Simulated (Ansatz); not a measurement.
A geometry relaxed with Ansatz (a quantum-chemistry and plane-wave program) with PBE0-D4/def2-TZVP, charge 0, multiplicity 1:

```xyz
9

C      0.8983    -0.0478    -0.0857
H     -2.1205     0.9695     0.3602
H     -2.1541     0.0280    -1.1368
H      2.7177     0.7587     0.0170
N      2.2456    -0.1197    -0.1390
C     -0.3034     0.0013    -0.1017
C     -1.7542     0.0576    -0.1192
H     -2.1773    -0.7887     0.4285
H      2.6475    -0.8582     0.4194
```

Q: Write the SMILES of this molecule.

A: `CC#CN`
